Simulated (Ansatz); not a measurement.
System: BNH2Br, charge 0, doublet. BNH2Br (SMILES N[B]Br, doublet).
B3LYP-D3(BJ)/def2-TZVP minimum from Ansatz (a program for electronic structure):
```xyz
5

B     -1.0346     0.2080     0.6461
Br     0.6530    -0.3369    -0.0951
N     -1.8883     1.1143     0.0618
H     -2.7656     1.3744     0.4822
H     -1.6994     1.5770    -0.8178
```
Charge 0, spin multiplicity 2.

Total energies in hartree (Ansatz). Open shells are spin-unrestricted; no spin-orbit coupling. Cores are frozen in correlated methods (noble-gas shells, and filled d and f shells in the p block). No relativity. Where a partner has so few electrons that a lower coupled-cluster level is exact, that level stands in. Spin-orbit terms, left out, reach several kcal/mol for Br and I, and more for heavier atoms.

```tsv
species	HF/cc-pVTZ	CCSD(T)/cc-pVTZ	HF/cc-pVQZ	CCSD(T)/cc-pVQZ	CCSD(T)/cc-pVDZ	CCSDT(Q)/cc-pVDZ
1: BNH2Br (SMILES Br[B]N, doublet)	-2652.81794	-2653.31078	-2652.82669	-2653.35636	-2653.10014	-2653.10179
2: B (doublet)	-24.53207	-24.59810	-24.53297	-24.60084	-24.58941	-24.58977
3: Br (doublet)	-2572.44509	-2572.60263	-2572.44802	-2572.62195	-2572.47590	-2572.47619
4: N (quartet)	-54.40069	-54.51471	-54.40372	-54.52482	-54.47850	-54.47866
5: H (doublet)	-0.49981	-0.49981	-0.49995	-0.49995	-0.49928	-0.49928
```

Work out the atomisation energy (electronic, to ground-state atoms) in kJ/mol: take Hartree-Fock from cc-pVQZ, extrapolate the CCSD(T) correlation energy as X^-3 (X = 3, 4), and add CCSDT(Q) - CCSD(T) in cc-pVDZ. 1 hartree = 2625.5 kJ/mol.


Species 1: correlation (64·(-0.52967) - 27·(-0.49284))/37 = -0.55655; step -0.00165; E1 = -2652.82669 + (-0.55655) + (-0.00165) = -2653.38489
Species 2: correlation (64·(-0.06787) - 27·(-0.06603))/37 = -0.06921; step -0.00036; E2 = -24.53297 + (-0.06921) + (-0.00036) = -24.60254
Species 3: correlation (64·(-0.17393) - 27·(-0.15754))/37 = -0.18589; step -0.00029; E3 = -2572.44802 + (-0.18589) + (-0.00029) = -2572.63420
Species 4: correlation (64·(-0.12110) - 27·(-0.11402))/37 = -0.12627; step -0.00016; E4 = -54.40372 + (-0.12627) + (-0.00016) = -54.53015
Species 5: correlation (64·(0.00000) - 27·(0.00000))/37 = 0.00000; step +0.00000; E5 = -0.49995 + (0.00000) + (+0.00000) = -0.49995
-1·E1 +1·E2 +1·E3 +1·E4 +2·E5 = 0.61810 hartree = 1622.8 kJ/mol.
